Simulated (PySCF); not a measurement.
**Interval between two levels of Nb²⁺ by level of theory**

Nb²⁺ [Kr] 4d3 [4F9/2, M_J = 9/2] → Nb²⁺ [Kr] 4d2 5p1 [4G11/2, M_J = 11/2], as a difference of total energies. All numbers are calculated (PySCF 2.14, the two-component X2C-1e Hamiltonian, in x2c-TZVPall-2c (8s9p7d1f, 77 functions)). Correlated levels: [Ar] 3d10 frozen; the 6 highest virtual spinors dropped. "Screened" scales the spin-orbit matrix elements by Boettger's factors to mimic the two-electron term; Breit and QED terms are absent.

```json
{"method": "GHF (spin-free)", "interval between two levels (cm⁻¹)": "62979"}
{"method": "GMP2 (spin-free)", "interval between two levels (cm⁻¹)": "63226"}
{"method": "GHF (screened spin-orbit)", "interval between two levels (cm⁻¹)": "63806"}
{"method": "GMP2 (screened spin-orbit)", "interval between two levels (cm⁻¹)": "64111"}
```

The labels give the starting determinants; with spin-orbit coupling the two ends relaxed to ⟨J²⟩ = 24.76, ⟨L²⟩ = 12.06, ⟨S²⟩ = 3.74 and ⟨J²⟩ = 35.76, ⟨L²⟩ = 20.03, ⟨S²⟩ = 3.75.
